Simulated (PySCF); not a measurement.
**A survey of ¹⁹F NMR shifts**

Isolated molecule, one averaged value for each set of equivalent atoms, no relativistic terms, a single conformation. GFN2-xTB structure; PBE0/pcSseg-1 with gauge-including orbitals; PySCF 2.14.0 with density-fitted response routines.

Shieldings were converted by a linear fit to measured shifts: ¹⁹F: δ = 146.13 − 0.903σ +14.6 on sp3 carbon (rms 6.0 ppm, 223 shifts, 7.0 ppm with the 5 outliers that the fit left out vs CFCl3, solution or neat liquid). Occasional misses reach two or three times the rms, and more in compound classes unlike the fitted ones.

Problem. Give the ¹⁹F shifts of `FC(F)(F)C(F)(F)C[SiH3]`, `FC(F)(F)C(F)(F)C[SiH3]`, `N#C[C@@H]1CC[C@@H](C(F)F)C1`, `F/C=C/O[SiH2]CF`, `O=CO[C@H]([SiH3])/C(F)=C/F`, `FC(F)(F)C#P`.

Solution. 
| compound | environment | δ (ppm) |
| --- | --- | --- |
| [F:1][C:2]([F:3])([F:4])[C:5]([F:6])([F:7])[CH2:8][SiH3:9] | F1/3/4: fluorine of a CF3 group (×3) | -85.8 |
| [F:1][C:2]([F:3])([F:4])[C:5]([F:6])([F:7])[CH2:8][SiH3:9] | F6/7: fluorine of a CF2 group (×2) | -111.0 |
| [F:1][C:2]([F:3])([F:4])[C:5]([F:6])([F:7])[CH2:8][SiH3:9] | F1/3/4: fluorine of a CF3 group (×3) | -85.8 |
| [F:1][C:2]([F:3])([F:4])[C:5]([F:6])([F:7])[CH2:8][SiH3:9] | F6/7: fluorine of a CF2 group (×2) | -111.0 |
| [N:1]#[C:2][C@@H:3]1[CH2:4][CH2:5][C@@H:6]([CH:7]([F:8])[F:9])[CH2:10]1 | F8: fluorine of a CF2 group | -117.0 |
| [N:1]#[C:2][C@@H:3]1[CH2:4][CH2:5][C@@H:6]([CH:7]([F:8])[F:9])[CH2:10]1 | F9: fluorine of a CF2 group | -136.4 |
| [F:1]/[CH:2]=[CH:3]/[O:4][SiH2:5][CH2:6][F:7] | F1: vinylic fluorine | -176.4 |
| [F:1]/[CH:2]=[CH:3]/[O:4][SiH2:5][CH2:6][F:7] | F7: fluorine on an sp3 carbon | -279.8 |
| [O:1]=[CH:2][O:3][C@H:4]([SiH3:5])/[C:6]([F:7])=[CH:8]/[F:9] | F7: vinylic fluorine | -147.2 |
| [O:1]=[CH:2][O:3][C@H:4]([SiH3:5])/[C:6]([F:7])=[CH:8]/[F:9] | F9: vinylic fluorine | -169.9 |
| FC(F)(F)C#P | fluorine of a CF3 group (×3) | -45.8 |
